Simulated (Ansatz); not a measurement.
The cluster RuPt₃⁻, relaxed as a doublet with UKS r2SCAN-D4/def2-SVPD in Ansatz, starting from the GFN1-xTB geometry. Force threshold 0.02 eV/Å.

In the def2 sets Pt, Ru take a core potential; there is no spin–orbit coupling. The charge -1 doublet is spin-contaminated (final ⟨S²⟩ up to 2.27, 0.75 for a pure state). At r2SCAN-D4/def2-SVPD a quartet of charge -1 lies 0.48 eV below the doublet, each at its own geometry. The structure comes from a short search, and lower isomers may exist.

Start:

```xyz
4

Pt   -1.5732    1.3803    0.2272
Pt    1.6771   -1.2633   -0.1523
Pt   -0.8058   -0.9527   -0.2660
Ru    0.7020    0.8357    0.1911
```

| step | energy (eV) | largest force component (eV/Å) | SCF passes |
| --- | --- | --- | --- |
| 1 | -12331.2012 | 2.261 | 158 |
| 2 | -12331.4323 | 0.797 | 130 |
| 3 | -12331.4897 | 0.166 | 192 |
| 4 | -12331.4922 | 0.017 | 175 |
| 5 | -12331.4927 | 0.015 | 85 |
| 6 | -12331.4939 | 0.087 | 93 |
| 7 | -12331.4941 | 0.063 | 146 |
| 8 | -12331.4946 | 0.007 | 88 |

Force components are those of the run's own axes.

End:

```xyz
4

Pt   -1.637    1.499    0.168
Pt    1.795   -1.290   -0.233
Pt   -0.840   -1.001   -0.214
Ru    0.682    0.792    0.279
```

By distances, no bond broke or formed. The bond that changes most is Pt1–Pt3, from 2.51 to 2.65 Å (atoms count from 1).

The force fell under the threshold at step 4, but the optimiser went on and released 0.002 eV more. No frequencies were taken in this run, so the end may be a saddle point.

Hardware: 4 threads of Arm Neoverse N1 on a shared host. Wall time 8.1 min.
